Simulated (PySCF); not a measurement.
# Cost of excited-state runs on `CC[Si@H]1C[C@H](Cl)CO1`, C₅H₁₁ClOSi

Geometry:
```tsv
atom	x (Å)	y (Å)	z (Å)
C1	2.900	0.082	-0.202
C2	1.789	-0.832	0.297
Si3	0.226	0.128	0.758
C4	-0.870	0.729	-0.686
C5	-2.238	0.520	-0.067
Cl6	-2.577	1.887	1.032
C7	-2.179	-0.760	0.765
O8	-0.909	-0.911	1.329
H9	2.593	0.600	-1.107
H10	3.802	-0.486	-0.422
H11	3.141	0.830	0.548
H12	2.139	-1.364	1.181
H13	1.579	-1.590	-0.458
H14	0.476	1.202	1.721
H15	-0.741	1.759	-1.004
H16	-0.776	0.093	-1.567
H17	-3.061	0.495	-0.783
H18	-2.922	-0.748	1.567
H19	-2.379	-1.624	0.119
```

PySCF with density fitting, on 1 thread of an Arm Neoverse V2, shared host. Command: `OMP_NUM_THREADS=1 python excited_run.py task.json out`

**Question.** How long does this run take, and how much memory?
- circular dichroism and optical rotation, wB97X-D/def2-SVPD; 8 states

**Answer.** 
```
                                    run              level  basis functions  wall time  peak memory (GiB)
circular dichroism and optical rotation  wB97X-D/def2-SVPD              262      110 s                1.2
```
Times from a shared host are rough.
